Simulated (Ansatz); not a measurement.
Cost and result for the atomization energy of KO, SMILES `[O][K]` radical (2 atoms, 1 bond).

The species carries charge 0 and has multiplicity 2. Correlated methods include outer-core shells of K, which these sets cover unevenly. Scalar relativity is left out up to krypton. The structure was optimised at the PBE0-D4/def2-TZVP level. Program: Ansatz. All runs use 2 threads of an AMD EPYC 7R13 on a shared host. Times are those of one run each, without the atoms' runs, and a repeat can differ threefold. Electronic energies, without spin–orbit coupling; frozen cores. CCSD(T)/CBS adds CCSD(T) − MP2 in def2-TZVPP to the MP2 limit, and its time is that of the two runs behind it. T1 = 0.012; ⟨S²⟩ of the reference is 0.76. With those shells the extrapolation isn't a true limit. B3LYP takes the VWN-RPA correlation (the form of Gaussian; ORCA's B3LYP/G). HSE06 is the plane-wave form, built on full-range PBE exchange.

CCSD(T)/CBS is a level of theory with its own doubt, some kJ/mol a heavy atom from the limit and from the frozen cores, so smaller differences don't rank the functionals.

| level | functions | wall time | atomization (kJ/mol) | difference from CCSD(T)/CBS | per bond |
| --- | --- | --- | --- | --- | --- |
| CCSD(T)/def2-SVP | 38 | 1.7 s | 194.9 | -81.5 | -81.5 |
| PBE0-D4/def2-TZVPP | 64 | 2.7 s | 254.8 | -21.6 | -21.6 |
| HSE06-D4/def2-TZVPP | 64 | 3.6 s | 254.1 | -22.3 | -22.3 |
| CAM-B3LYP-D4/def2-TZVPP | 64 | 3.9 s | 275.5 | -0.9 | -0.9 |
| CCSD(T)/def2-TZVPP | 64 | 4.2 s | 234.3 | -42.1 | -42.1 |
| r2SCAN-D4/def2-TZVPP (with forces) | 64 | 5.5 s | 279.0 | 2.6 | 2.6 |
| B3LYP-D4/def2-TZVPP (with forces) | 64 | 6 s | 267.6 | -8.8 | -8.8 |
| PBE-QIDH/def2-TZVPP | 64 | 7 s | 240.7 | -35.7 | -35.7 |
| RPA@PBE/def2-TZVPP | 64 | 11 s | 211.1 | -65.3 | -65.3 |
| ωB97M-V/def2-TZVPP (with forces) | 64 | 13 s | 274.5 | -1.9 | -1.8 |
| B97M-V/def2-TZVPP | 64 | 14 s | 261.0 | -15.4 | -15.4 |
| CCSD(T)/def2-QZVPP | 127 | 18 s | 261.4 | -15.0 | -15.0 |
| CCSD(T)/CBS(def2) | – | 22 s | 276.4 | 0.0 | 0.0 |

From BLYP to BHLYP (50 % exact exchange), in def2-TZVPP and without D4, the atomization energy moves by −47.7 kJ/mol: exact exchange takes away binding that semilocal exchange gives to molecules. At CCSD(T), def2-SVP lies −81.5 kJ/mol from the extrapolated value and def2-TZVPP −42.1 kJ/mol: correlation converges slowly with the basis, and small sets miss more of it in the bonded molecule than in its fragments. In def2-TZVPP, CCSD(T) changes the Hartree–Fock value by +149.7 kJ/mol (the triples alone add +9.6 kJ/mol) and MP2 by +159.8 kJ/mol; breaking electron pairs costs correlation energy, which Hartree–Fock lacks.
